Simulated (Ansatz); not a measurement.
Gas-phase electronic energies from Ansatz, PBE0-D4/def2-TZVP geometries. CCSD(T)/CBS is the MP2 limit (def2-TZVPP, def2-QZVPP) plus CCSD(T) − MP2 in def2-TZVPP, frozen cores. This one scheme is used for every species. DFT in def2-TZVPP. For Se outer-core shells are correlated without core-valence functions, which leaves a few kJ/mol of doubt a bond. Scalar relativity is left out up to krypton. Each species was taken in one conformer, which may not be the lowest.

Consider the formal exchange of groups at the Se–Se bond: `C[Se][Se][SiH3]` + `CC#N` → `C[Se]CC#N` + `[SiH3][SeH]`.

| species | r2SCAN-D4 energy (Eh) |
| --- | --- |
| `C[Se][Se][SiH3]` | -5134.30218 |
| `CC#N` | -132.72488 |
| `C[Se]CC#N` | -2573.56536 |
| `[SiH3][SeH]` | -2693.43521 |

Work out ΔE.

ΔE = (-2573.56536) + (-2693.43521) − (-5134.30218) − (-132.72488) = 0.02649 Eh = +69.5 kJ/mol. CCSD(T)/CBS gives +66.7 kJ/mol.

Largest T1 diagnostic among the species: 0.012.

In def2-TZVPP, CCSD(T) changes the Hartree–Fock value by −6.8 kJ/mol (the triples alone add +0.5 kJ/mol) and MP2 by −5.5 kJ/mol. The D4 term adds +3.7 kJ/mol with B3LYP and +2.0 kJ/mol with PBE0; it sums over pairs of atoms, weighted by their polarisabilities, and B3LYP, whose exchange is more repulsive, gets the larger term.

B3LYP here is the variant with VWN-RPA as its local correlation; programs differ in this.
